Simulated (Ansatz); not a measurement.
Abridged output of a molecular run in Ansatz:

```
Functional definition: HF
2020 factors; integrals over basis functions are off by at most 1.0e-3 eV
mean field evaluation 1: about -144244.9902 eV, gradient 3.2e1 eV
mean field evaluation 2: about -144245.2827 eV, gradient 3.2e1 eV
mean field evaluation 4: about -144248.2971 eV, gradient 4.3e0 eV
mean field evaluation 8: about -144248.3572 eV, gradient 2.3e-1 eV
mean field -144248.35740338 eV, -5301.0293595257 hartree, gradient 3.2e-6 eV, S^2 0.000000; 0 other end points of the search recorded, 0 dependent functions left out
22 core orbitals not correlated: weight in the atoms' cores, before any rotation towards them, 1.000 or more for the frozen orbitals, at most 0.000 for the correlated occupied ones
reference -144248.35740338 eV, -5301.0293595257 hartree; 29, 29 occupied and 281, 281 virtual orbitals, 2020 factors
second order -34.02857038 eV of doubles, -0.00000000 eV of singles
cycle   1  -34.41315818 eV  change   -3.8e-1 eV  update   1.1e-1
cycle   2  -35.20780743 eV  change   -7.9e-1 eV  update   3.0e-2
cycle   3  -35.32029250 eV  change   -1.1e-1 eV  update   1.3e-2
cycle   4  -35.30852927 eV  change    1.2e-2 eV  update   2.8e-3
cycle   5  -35.31012379 eV  change   -1.6e-3 eV  update   1.1e-3
cycle   6  -35.31047083 eV  change   -3.5e-4 eV  update   3.0e-4
cycle   7  -35.31034841 eV  change    1.2e-4 eV  update   1.2e-4
cycle   8  -35.31035514 eV  change   -6.7e-6 eV  update   3.9e-5
perturbative correction -1.37112189 eV, -0.0503878002 hartree
Total energy: -144285.03888041 eV, -5302.3773789430 hartree
```

Its atoms:

Cartesian coordinates in Å:
```
Br -2.8309 0.4387 -1.0290
C -1.2221 1.4208 -0.5147
C 0.0112 0.5536 -0.5184
C -0.0109 -0.5530 0.5191
C 1.2218 -1.4211 0.5145
Br 2.8318 -0.4399 1.0267
H -1.4361 1.8279 0.4726
H -1.1477 2.2355 -1.2313
H 0.8673 1.2113 -0.3268
H 0.1588 0.1296 -1.5169
H -0.1576 -0.1290 1.5176
H -0.8675 -1.2102 0.3279
H 1.4345 -1.8288 -0.4728
H 1.1475 -2.2354 1.2316
```

(1) Which basis set was used?
A. def2-TZVPPD
B. cc-pV(Q+d)Z
C. def2-QZVPP
D. def2-TZVPP

(2) Write the keys of the input that set method, charge and spin (a neutral closed shell needs none for the last two).

Answers

(1) D. It gives 332 functions.

(2) 
```yaml
correlation: {method: ccsd_t}
```
